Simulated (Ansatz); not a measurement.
**How methods differ on CH3In (SMILES C[In])**

CH3In, singlet, SMILES `C[In]`. Each level relaxes the structure for itself.

Quantity: the highest harmonic wavenumber at each level's own minimum, in cm⁻¹. The values are calculated.

```json
{"level": "SVWN5/def2-TZVP (core potential)", "kind": "LDA", "program": "Ansatz", "value (cm⁻¹)": "3030"}
{"level": "PBE-D3(BJ)/def2-TZVP (core potential)", "kind": "GGA", "program": "Ansatz", "value (cm⁻¹)": "3022"}
{"level": "r2SCAN/def2-TZVP (core potential)", "kind": "meta-GGA", "program": "Ansatz", "value (cm⁻¹)": "3079"}
{"level": "B3LYP-D4/def2-TZVP (core potential)", "kind": "global hybrid", "program": "Ansatz", "value (cm⁻¹)": "3067"}
{"level": "PBE0-D4/def2-TZVP (core potential)", "kind": "global hybrid", "program": "Ansatz", "value (cm⁻¹)": "3101"}
{"level": "wB97X-V/def2-TZVP (core potential)", "kind": "range-separated hybrid", "program": "Ansatz", "value (cm⁻¹)": "3100"}
```

Harmonic and unscaled. The values span 3022 to 3101 cm⁻¹.
